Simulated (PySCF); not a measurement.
GaF3, SMILES [F][Ga]([F])[F]. Coordinates come from a B3LYP-D3(BJ)/def2-SVP optimisation. The isomer is the one that the SMILES or the coordinates give; other isomers of the formula were not compared.

PySCF with TDDFT-LC-ωPBE/def2-SVPD puts the lowest singlet excitations at 8.07, 8.24, 8.24, 8.35, 8.35, 9.09 eV.

**Question.** What are the lowest excitation roots from PySCF with ADC(2)/aug-cc-pVDZ? (An estimate is asked for; the answer gives what the named calculation found.)

**Answer.** 7.78, 7.98, 7.98, 8.08, 8.08, 8.80 eV. S1 differs by -0.28 eV (second minus first; roots are paired by order, and the bases may differ).
